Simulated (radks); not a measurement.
The nuclear charge of neutral aluminium is varied continuously with 13 electrons held in [Ne] 3s2 3p1. Method: Dirac Kohn-Sham, PBEsol, spin-unpolarised, spherical densities, point nucleus; open shells are shared between the two j in proportion to 2j + 1; computed with a radial shooting solver on a logarithmic mesh with Libxc functionals. By the Hellmann-Feynman theorem dE/dZ = E(electron-nucleus)/Z, the electronic potential at the nucleus.

| Z | E (hartree) | E(electron-nucleus)/Z (hartree) | HOMO | e(HOMO) (eV) | <r> HOMO (bohr) |
|---|---|---|---|---|---|
| 12.75 | -231.18470 | -43.4898 | 3p3/2 | -1.117 | 3.925 |
| 13 | -242.19636 | -44.6027 | 3p3/2 | -2.684 | 3.437 |
| 13.25 | -253.48581 | -45.7125 | 3p3/2 | -4.540 | 3.097 |
| 13.5 | -265.05243 | -46.8202 | 3p3/2 | -6.656 | 2.837 |
| 13.75 | -276.89577 | -47.9264 | 3p3/2 | -9.017 | 2.629 |
| 14 | -289.01554 | -49.0316 | 3p3/2 | -11.613 | 2.455 |

The central difference of E at Z = 13 is -44.602 hartree, to compare with the third column; the second derivative is -4.44 hartree.
